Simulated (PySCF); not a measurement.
# Nb: ionisation energy

Nb [Kr] 4d4 5s1 (6D) → Nb⁺ [Kr] 4d4 (5D), as a difference of total energies. All numbers are calculated (PySCF 2.14, a scalar-relativistic core potential, in aug-cc-pVDZ-PP with ECP28MDF (5s5p4d2f, 54 functions)). Correlated levels: valence: 4s2 4p6 frozen. The calculations carry no spin-orbit coupling.

```json
{"method": "UHF", "ionisation energy (eV)": "5.998"}
{"method": "M06-L", "ionisation energy (eV)": "6.457"}
{"method": "MP2 (valence)", "ionisation energy (eV)": "6.434"}
{"method": "SCS-MP2 (valence)", "ionisation energy (eV)": "6.143"}
```

How much does correlation contribute at MP2 (valence)?

6.434 − (5.998) = 0.436 eV, measured against UHF.

Errors of the correlated levels include the incompleteness of this basis and the frozen core.

For comparison: 6.776 eV (measured; NIST levels, between the centres of gravity of the two terms).
